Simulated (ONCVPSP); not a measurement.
## Configuration tests for Pd (Z = 46) (ONCV)

Pd, optimised norm-conserving Vanderbilt (ONCV), made with ONCVPSP 4.0.1 (PBE, scalar-relativistic). Core [Ar] 3d10, reference 4s2 4p6 4d9.5 (charge +0.5). Waves: 4s: rc 1.10 bohr, ncon 4, nbas 8, qcut 6.7 1/bohr, 1 projector; 4p: rc 1.60 bohr, ncon 4, nbas 7, qcut 9.6 1/bohr, 1 projector; 4d: rc 1.85 bohr, ncon 3, nbas 7, qcut 9.1 1/bohr, 2 projectors, debl 3.1 Ha. Local part: polynomial inside 0.95 bohr (lpopt 5, dvloc0 2 Ha). Core correction: Teter function, parameters optimised by the program.

Energies are relative to the spin-unpolarised reference configuration 4s2 4p6 4d9.5; without spin polarisation the order of configurations can differ from experiment.

```tsv
valence configuration	charge	ΔE all-electron (eV)	error AE − PS (meV)
4s2 4p6 4d10	0	-3.234	-0.2
4s2 4p6 4d9 5p1	0	2.005	+60
```

(1) What are ΔE and the potential's error for 4s2 4p6 4d9?

(2) What are ΔE and the potential's error for 4s2 4p6 4d8?

## Answers

(1) ΔE = 5.882 eV all-electron; the error (AE − PS) is -0.2 meV.

(2) ΔE = 26.700 eV all-electron; the error (AE − PS) is +0.6 meV.
